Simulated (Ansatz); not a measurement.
The same path of ClH$_{3}$Sn (5 atoms, charge 0, multiplicity 1) was run twice with different band settings. Lost on the way: Sn1–H3. Made: Cl2–H3.

Theory: RKS r2SCANh/def2-SVP (Ansatz 0.2.0).

Relaxed end points:

```xyz
5
Properties=species:S:1:pos:R:3
Sn 0.325 0.000 0.071
Cl 0.727 0.000 2.396
H 1.860 0.000 -0.668
H -0.560 1.417 -0.266
H -0.560 -1.417 -0.266
```

```xyz
5
Properties=species:S:1:pos:R:3
Sn -0.187 0.000 -0.921
Cl 1.513 0.000 1.456
H 2.653 0.000 0.856
H -1.093 1.260 -0.061
H -1.093 -1.260 -0.061
```

Common settings: movable images 7; spring 5.0 eV/Å²; start path through a guess of the saddle point; force threshold 0.03 eV/Å; iteration limit 60; end points relaxed.

| run | climbing image | optimiser |
| --- | --- | --- |
| 1 | yes | quadratic models (default) |
| 2 | from the first iteration | fire |

Q: What does each run give, and how far can it be trusted?

A: Run 1: converged after 9 iterations, highest image 1.964 eV above the first end. A vibrational analysis at the climbing image gives one clearly imaginary mode, 915i cm⁻¹: a first-order saddle point.
Run 2: converged after 49 iterations, highest image 1.964 eV above the first end. Another band between the same ends (7 images) ends at a top of the same energy, where a vibrational analysis finds 1 clearly imaginary mode.
The orbitals stay closed-shell, which can raise the energy where a bond breaks towards radicals; this wasn't checked here.
